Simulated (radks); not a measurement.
The numbers below are computed, except where a source is named.
All-electron atom: Ti III in [Ar] 3d2 (the NIST ground configuration). Code: a radial shooting solver on a logarithmic mesh with Libxc functionals. Model: scalar-relativistic Kohn-Sham, PBE, spin-polarised, spherical densities, finite nucleus; open shells are filled with parallel spins first; Fermi nuclear charge, rms radius 3.5921 fm. Some entries of the table are withheld. Estimate them.

orbital,occ.,eigenvalue (Ry),r(max) (bohr),<r^2> (bohr^2)
1s down,1,-359.0357,0.04555,0.006513
1s up,1,-359.0345,0.04555,0.006513
2s up,1,-40.63918,0.2689,0.1249
2s down,1,-40.59635,0.2688,0.1247
2p up,3,-33.82499,0.2196,(1)
2p down,3,-33.79205,0.2195,(2)
3s up,1,-5.82970,0.8701,(3)
3s down,1,-5.68899,0.8698,(4)
3p up,3,-4.08159,0.9028,1.379
3p down,3,-3.94154,0.9022,1.383
3d up,2,-1.49982,0.9730,2.572
3d down,0,-1.36678,0.9743,2.653

Answer. 
(1) 2p up <r^2> (bohr^2): 0.1038
(2) 2p down <r^2> (bohr^2): 0.1035
(3) 3s up <r^2> (bohr^2): 1.169
(4) 3s down <r^2> (bohr^2): 1.169
